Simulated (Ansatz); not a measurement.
Two members of one family (Series SbX3), computed with Ansatz in the gas phase; def2 core potentials for Sb, no spin–orbit coupling. The two geometries come from different levels. Binding counts from free atoms in the multiplicity of their measured ground term, without zero-point energy. The structures are stationary points that may keep the symmetry of their start.

First: SbF3 (singlet, charge 0, B3LYP-D4/def2-TZVP geometry).

```csv
atom,x (Å),y (Å),z (Å)
Sb1,-0.490,-0.564,-0.040
F2,1.250,-0.803,0.692
F3,-0.870,1.018,0.945
F4,0.110,0.349,-1.597
```

```
             level  HOMO (eV)  LUMO (eV)  gap (eV)  binding per atom (eV)
   PBE-D4/def2-SVP      -8.00      -2.09      5.92                   3.51
  PBE-D4/def2-TZVP      -8.41      -2.43      5.97                   3.66
 BLYP-D4/def2-TZVP      -8.34      -2.39      5.95                   3.63
BHLYP-D4/def2-TZVP     -11.14      -0.98     10.15                   3.15
 ωB97X-V/def2-TZVP     -12.09       0.33     12.42                   3.52
```

Second: SbH3 (singlet, charge 0, PBE-D4/def2-TZVP geometry).

```xyz
4

Sb    0.2098   -0.4945   -0.5075
H    -1.3335   -0.4659    0.2614
H     0.1333    1.2087   -0.7640
H     0.9905   -0.2483    1.0101
```

Task: Estimate how these quantities change from the first to the second (second minus first).

Result: 
| level | Δ HOMO (eV) | Δ LUMO (eV) | Δ gap (eV) | Δ binding per atom (eV) |
| --- | --- | --- | --- | --- |
| PBE-D4/def2-SVP | 1.54 | 1.29 | -0.25 | -1.42 |
| PBE-D4/def2-TZVP | 1.83 | 1.47 | -0.36 | -1.55 |
| BLYP-D4/def2-TZVP | 1.86 | 1.48 | -0.39 | -1.45 |
| BHLYP-D4/def2-TZVP | 2.63 | 1.53 | -1.10 | -1.03 |
| ωB97X-V/def2-TZVP | 2.30 | 1.39 | -0.91 | -1.34 |
